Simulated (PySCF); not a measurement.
W(O)(NH)(Me)(SH) (CH5NOSW), SMILES [CH3][W](=[NH])(=[O])[SH], multiplicity 1.

Geometry optimised at B3LYP-D3(BJ)/def2-SVP. The spin state was assumed, not searched. The structure was generated by enumeration; whether it is a known compound was not checked. The def2 effective core potentials stand for the cores of W; spin–orbit coupling is left out. Other conformers were not sampled.

The numbers are results of PySCF with PBE/def2-TZVP, not measurements.

The total energy is -636.28009 hartree, the highest occupied level is -6.75 eV and the lowest empty level is -3.00 eV. The orbital gap is 3.76 eV and the dipole moment is 1.12 D. The quadrupole, principal values (traceless, Buckingham form, about the centre of nuclear charge) comes out as -10.71, 0.01, 10.69 D·Å. The mean static polarisability is 85.0 bohr³ (12.60 Å³) and the polarisability, principal values is 73.4, 82.8, 98.8 bohr³.
